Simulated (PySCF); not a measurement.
C₂H₃BF₂O, SMILES B(/C=C/F)(F)O.

The structure is a stationary point at PBE-D3(BJ)/def2-SVP. The structure was generated by enumeration; whether it is a known compound was not checked. Other conformers were not sampled.

Level of theory: PBE-D3(BJ)/def2-SVP in PySCF.

Harmonic, unscaled wavenumbers; measured fundamentals usually lie a few per cent lower.

```csv
mode,ν (cm⁻¹),IR (km/mol),moving atoms (share of kinetic energy)
1,97,0.3,"C 46 %, H 26 %, O 19 %"
2,142,4.8,"F 60 %, C 20 %, O 10 %"
3,208,7.0,"C 44 %, F 31 %, H 23 %"
4,363,6.1,"F 45 %, O 32 %, C 12 %, H 9 %"
5,413,1.5,"C 42 %, F 30 %, H 13 %, O 9 %"
6,535,78.8,H 89 %
7,556,8.8,"F 34 %, O 33 %, B 17 %, C 11 %"
8,633,26.4,"B 76 %, C 8 %"
9,833,27.1,"H 51 %, C 44 %"
10,834,3.4,"C 38 %, F 27 %, H 23 %, O 11 %"
11,945,32.9,"H 87 %, C 13 %"
12,959,126.8,"H 80 %, F 8 %, O 8 %"
13,1123,234.5,"C 35 %, H 29 %, F 23 %, O 8 %"
14,1180,32.5,"H 44 %, C 39 %, F 14 %"
15,1293,5.1,"H 84 %, C 15 %"
16,1346,278.9,"B 63 %, C 16 %, F 10 %"
17,1414,197.3,"B 70 %, O 15 %"
18,1667,310.0,C 90 %
19,3098,1.5,"H 92 %, C 8 %"
20,3114,4.7,"H 91 %, C 9 %"
21,3769,71.0,H 94 %
```
